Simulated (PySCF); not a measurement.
Isomers of C5H4ClNO, mass 128.998 u with the commonest isotopes. Computed with PBE0-D3(BJ)/def2-SVP geometry optimisation, gas phase in PySCF. One conformer each, none proved a minimum here; rigid rotors.

Question: Order these by radius of gyration √(Σ m r²/M), largest first.
A. `[OH:1][c:2]1[cH:3][cH:4][cH:5][c:6]([Cl:7])[n:8]1` with H–O1–C2–C3 180°
B. `[OH:1][c:2]1[cH:3][cH:4][c:5]([Cl:6])[cH:7][n:8]1` with H–O1–C2–C3 180°
C. `[O-][n+]1ccccc1Cl` (2-chloropyridine-N-oxide)

Answer: B (2.136 Å), A (2.045 Å), C (1.913 Å).

Question: Order these by rotational constant B, largest first.
A. 2-chloropyridine-N-oxide, `[O-][n+]1ccccc1Cl`
B. `[OH:1][c:2]1[cH:3][cH:4][c:5]([Cl:6])[cH:7][n:8]1` with H–O1–C2–C3 180° (5-chloro-2-hydroxypyridine)
C. `[OH:1][c:2]1[cH:3][cH:4][cH:5][c:6]([Cl:7])[n:8]1` with H–O1–C2–C3 180°

Answer: A (1601 MHz), C (1289 MHz), B (1007 MHz).

Question: Order these by dipole moment, largest first.
A. `[OH:1][c:2]1[cH:3][cH:4][c:5]([Cl:6])[cH:7][n:8]1` with H–O1–C2–C3 180°
B. `[OH:1][c:2]1[cH:3][cH:4][cH:5][c:6]([Cl:7])[n:8]1` with H–O1–C2–C3 180° (6-chloro-2-hydroxypyridine)
C. `[O-][N+]1=CC=CC=C1Cl` (2-chloropyridine-N-oxide)

Answer: C (4.18 D), B (1.64 D), A (0.77 D).

| SMILES | point group | Ia (u·Å²) | Ib (u·Å²) | Ic (u·Å²) | κ | μa (D) | μb (D) | μc (D) |
| --- | --- | --- | --- | --- | --- | --- | --- | --- |
| Oc1ccc(Cl)cn1 | Cs | 86.91 | 501.71 | 588.62 | -0.94 | 0.62 | 0.46 | 0.00 |
| Oc1cccc(Cl)n1 | Cs | 147.39 | 392.02 | 539.42 | -0.72 | 1.07 | 1.25 | 0.00 |
| [O-][n+]1ccccc1Cl | Cs | 156.50 | 315.66 | 472.16 | -0.51 | 3.15 | 2.74 | 0.00 |
